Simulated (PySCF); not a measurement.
**Energy profile**

The step: SiCl₂ + H₂O → SiH₂Cl₂O ([OH][SiH]([Cl])[Cl]); bonds formed: Si1–H4; dative contacts that become bonds: Si1–O5; bonds broken: H4–O5 (atoms numbered as in the saddle structure below).

| atom | x (Å) | y (Å) | z (Å) |
| --- | --- | --- | --- |
| Si1 | 0.0986 | -0.7770 | 0.0501 |
| Cl2 | 1.7644 | -1.0884 | -1.1154 |
| Cl3 | -1.4989 | -0.7223 | -1.2684 |
| H4 | -0.0478 | 0.0711 | 1.4374 |
| O5 | 0.2169 | 0.9752 | 0.5688 |
| H6 | -0.5331 | 1.5413 | 0.3275 |

Electronic energies by CCSD(T) at an estimated basis limit (MP2 extrapolated from triple and quadruple zeta, plus CCSD(T) − MP2 in triple zeta), on PBE0-D4/def2-TZVP structures; SiH2Cl2O, singlet; no counterpoise correction. Program: PySCF 2.14 with density fitting (its default auxiliary sets; JK sets also for MP2 and CCSD(T)). Basis: def2-TZVPP and def2-QZVPP. Cores are frozen in the correlated methods. Extrapolation: Hartree–Fock as exp(−7.88 √X), correlation as X^−2.97.

Question: Give the profile in kJ/mol, counted from the separated reactants. (Judge from chemistry; the value comes from the calculation.)

Answer: By the calculation:
```json
{"point": "separated: SiCl2 (linked as [Cl][Si][Cl]; Si1, Cl2, Cl3; singlet) + H2O (H4, O5, H6; singlet)", "kJ/mol": "0.0"}
{"point": "start structure", "kJ/mol": "-49.4"}
{"point": "saddle", "kJ/mol": "84.7"}
{"point": "end structure", "kJ/mol": "-252.8"}
```

The T1 diagnostic stays at or below 0.014. The restricted Hartree–Fock reference is unstable towards an unrestricted one at one or more of these structures.

Losses and insertions of silylenes and their heavier kin drive the gas-phase chemistry of silicon and germanium vapour deposition.

For scale, one of the runs: CCSD(T)/def2-TZVPP, 185 basis functions, launched by `OMP_NUM_THREADS=4 python run.py`. Hardware: 4 CPU threads of an AMD EPYC, shared host. Wall time 12 min; peak host memory 2.1 GiB.
